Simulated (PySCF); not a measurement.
Vibration and rotation of RbCl⁻

UHF-CCSD(T) constants of RbCl⁻, ²Σ⁺ (doublet), unpaired electrons σ ↑ (PySCF, scalar-relativistic core potentials, basis sets Rb def2-SVPD with ECP28, Cl def2-SVPD; masses 84.9118 and 34.9689 u):

```
ωe             : 168.2 cm⁻¹
ωexe           : 0.991 cm⁻¹
Be             : 0.073184 cm⁻¹
αe             : 0.000547 cm⁻¹
De to Rb + Cl⁻ : 1.19 eV
```

Question: What force constant and bond length do these constants imply?

Answer: Reduced mass μred = 24.769 u; k = 5.8918×10⁻⁷·μred·ωe² (u, cm⁻¹, mdyn/Å) = 0.413 mdyn/Å; Re = √(16.8576/(μred·Be)) (u, cm⁻¹, Å) = 3.050 Å.

Question: Estimate the centrifugal constant D from the Kratzer relation and find the Dunham coefficient a1.

Answer: D = 4Be³/ωe² = 5.54e-08 cm⁻¹; a1 = −1 − αeωe/(6Be²) = -3.86.

Correlated steps freeze 5 core orbitals. Correlated levels converge slowly with the basis: in double zeta they bind strong bonds too weakly, by up to about 1 eV, and carry superposition errors of some tenths. Spin–orbit coupling is left out. For an ion De counts to the pair picked by the measured ionisation energies or electron affinities, which need not be the lowest pair at this level. The state was picked by a PBE0 search and need not be the measured ground state.
